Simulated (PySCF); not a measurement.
# Neon: a sound run and one with changed settings

Sound run: Ne²⁺ [He] 2s2 2p4, Ne³⁺ [He] 2s2 2p3. All numbers are calculated (PySCF 2.14, no relativity, point nucleus, in def2-TZVP (5s3p2d1f, 31 functions)). In the sound run the correlated levels freeze 1s2. The sound run starts from symmetry-adapted Hartree-Fock orbitals and uses a fine grid where one is needed.

A second run was set up differently.

```csv
species,method,sound run (hartree),changed run (hartree),converged
Ne²⁺,MP2,-126.51509,-126.53356,yes
Ne²⁺,CCSD(T),-126.53117,-126.55000,yes
Ne³⁺,MP2,-124.19942,-124.21742,yes
Ne³⁺,CCSD(T),-124.21358,-124.23197,yes
```

Ionisation energy of Ne²⁺:

```json
{"method": "UHF", "sound run (eV)": "61.860", "changed run (eV)": "61.860"}
{"method": "MP2", "sound run (eV)": "63.013", "changed run (eV)": "63.025"}
{"method": "SCS-MP2", "sound run (eV)": "63.103", "changed run (eV)": "63.106"}
{"method": "CCSD", "sound run (eV)": "63.051", "changed run (eV)": "63.062"}
{"method": "CCSD(T)", "sound run (eV)": "63.065", "changed run (eV)": "63.077"}
```

Question: What was changed?
A. all electrons correlated in a valence basis
B. basis contracted for another Hamiltonian
C. too few SCF iterations
D. a valence shell is frozen

Answer: A. A valence basis has no tight correlating functions, so it recovers only part of the core correlation, and not evenly between atom and ion.
